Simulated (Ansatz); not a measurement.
`BNC(=N)F` + CH₃SH → `BSC` + `N=C(N)F` at 298.15 K and 1 bar (ligand exchange at a B–N bond).

Computed with Ansatz on PBE0-D4/def2-TZVP structures; ΔE is electronic, products minus reactants. CCSD(T)/CBS is the MP2 limit (def2-TZVPP, def2-QZVPP) plus CCSD(T) − MP2 in def2-TZVPP, frozen cores. This one scheme is used for every species. Each species was taken in one conformer, which may not be the lowest.

```
   species  CCSD(T)/CBS energy (Eh)  H − E (kJ/mol)  S (J/(mol·K))
`BNC(=N)F`               -274.46558           182.3          304.0
     CH₃SH               -438.22835           133.0          253.2
     `BSC`               -463.64092           171.9          287.7
 `N=C(N)F`               -249.04648           147.0          275.6
```

H − E and S are ideal-gas, rigid-rotor, harmonic terms from PBE0-D4/def2-TZVP, for one conformer and one mirror image of each species. 1 Eh = 2625.50 kJ/mol, R = 8.31446 J/(mol·K).

Task: By hand: ΔE, ΔH, ΔS and ΔG.

Result: ΔE = (-463.64092) + (-249.04648) − (-274.46558) − (-438.22835) = 0.00653 Eh = 17.1 kJ/mol. Δ(H − E) = 171.9 + 147.0 − 182.3 − 133.0 = 3.6, so ΔH = 20.7 kJ/mol. ΔS = 287.7 + 275.6 − 304.0 − 253.2 = 6.1 J/(mol·K). ΔG = 20.7 − 298.15 × (6.1)/1000 = 18.9 kJ/mol.

Task: By hand: the equilibrium constant, and the temperature at which ΔG would vanish if ΔH and ΔS stayed fixed.

Result: log₁₀ K = −ΔG/(RT ln 10) = -3.3. ΔG = 0 at ΔH/ΔS = 3393 K, far beyond where these terms or the molecules hold.

The number of gas molecules stays the same, so ΔS is small and ΔH decides. A doubt of 5 kJ/mol in ΔE shifts log₁₀ K by 0.9 here. Other conformers and mirror images would add mixing entropy, several J/(mol·K) or more a flexible species. These are equilibria of isolated gas molecules and say nothing of rates. Largest T1 diagnostic: 0.014 (customary marks: 0.02 for closed shells, 0.045 for open ones).
